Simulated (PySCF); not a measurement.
AlFBr2, SMILES [F][Al]([Br])[Br]. Coordinates come from a PBE-D3(BJ)/def2-SVP optimisation. The structure was generated by enumeration; whether it is a known compound was not checked.

Method: PBE-D3(BJ)/def2-SVP (PySCF).

Harmonic wavenumbers (cm⁻¹): 100, 174, 204, 304, 522, 867. Rotational constants (GHz): 3.530, 0.8229, 0.6674; symmetry number 2.

**Question.** Work out the zero-point energy and the ideal-gas rigid-rotor harmonic-oscillator thermochemistry at 298.15 K and 1 atm.

**Answer.** ZPE = ½ Σ hcν = ½ × 2171 cm⁻¹ = 12.98 kJ/mol. H − E(el) = 29.66 kJ/mol. Entropy in J/(mol K): translation 175.18, rotation 117.65, vibration 42.24, total 335.06. G − E(el) = -70.24 kJ/mol. Cp = 71.22 J/(mol K). Modes under 150 cm⁻¹ make the vibrational entropy uncertain.
